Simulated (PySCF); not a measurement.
Vertical excitations of a molecule C₂H₈BNO from TDA-B3LYP/def2-SVPD in PySCF 2.14.0, as energy in eV (oscillator strength): 6.63 (0.026), 7.30 (0.036), 7.58 (0.121), 7.80 (0.005), 7.91 (0.015), 7.94 (0.029), 8.18 (0.087), 8.27 (0.089), 8.43 (0.032), 8.56 (0.013). Lowest triplet (TDA): 6.32 eV. Geometry optimised at B3LYP-D3(BJ)/def2-SVP. One conformer was computed; it need not be the lowest.

### Question
Identify the compound among the candidates.
A) CNBOC
B) CCOBN
C) CN(C)BO
D) CCB(N)O

### Answer
B, CCOBN
